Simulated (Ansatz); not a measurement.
`[Br][Al]1[NH][SiH2]1` → Al• + Br• + 3 H• + N• + Si•  (atomization)

Program: Ansatz. Geometries: PBE0-D4/def2-TZVP. ΔE: electronic, gas phase. CCSD(T)/CBS is the MP2 limit (def2-TZVPP, def2-QZVPP) plus CCSD(T) − MP2 in def2-TZVPP, frozen cores. This one scheme is used for every species, atoms too. DFT in def2-TZVPP. B3LYP here is the variant with VWN-RPA as its local correlation; programs differ in this. HSE06 is defined as in plane-wave codes. No spin–orbit coupling; open shells (•) take unrestricted orbitals. Spin–orbit coupling would lower the free atoms: a little for Al, Si; clearly for Br. For Br outer-core shells are correlated without core-valence functions, so the limit isn't a true one: a few kJ/mol of doubt a bond, and 10 to 20 or more in all where bonds break to atoms. Scalar relativity is left out up to krypton.

(1) What is ΔE at CCSD(T)/CBS? (An estimate is asked.)

(2) What do these levels give: PBE-D4, BLYP-D4, PBE0-D4, r2SCANh-D4, HSE06-D4, PBE, r2SCAN, B3LYP, CAM-B3LYP, MP2/def2-TZVPP, SCS-MP2/def2-TZVPP, MP2/CBS(def2)? (Estimate.)

Largest T1 diagnostic among the species: 0.018.

## Answers

(1) Ansatz gave: +2129.8 kJ/mol.

(2) Computed: PBE-D4 2142.6, BLYP-D4 2098.5, PBE0-D4 2106.6, r2SCANh-D4 2115.0, HSE06-D4 2108.6, PBE 2126.1, r2SCAN 2128.3, B3LYP 2077.8, CAM-B3LYP 2095.8, MP2/def2-TZVPP 2091.0, SCS-MP2/def2-TZVPP 2083.9, MP2/CBS(def2) 2172.2 kJ/mol.

At CCSD(T), def2-SVP lies −197.2 kJ/mol from the extrapolated value and def2-TZVPP −81.2 kJ/mol: correlation converges slowly with the basis, and small sets miss more of it in the bonded molecule than in its fragments. From PBE to PBE0 (25 % exact exchange), in def2-TZVPP and without D4, ΔE moves by −33.6 kJ/mol: exact exchange takes away binding that semilocal exchange gives to molecules. Leaving LDA and LC-ωPBE aside and taking each functional with its dispersion term where it has one, the values, not all of them listed here, spread over 93.2 kJ/mol, from BHLYP-D4 to PBE-D4. LDA lies +287.5 kJ/mol from PBE without D4, its usual overbinding.

For atomizations the MP2-based limit and the directly extrapolated one differ by several kJ/mol either way, and by 10 to 25 for some Ge, Se and Sn compounds, so smaller differences from it don't rank the levels.
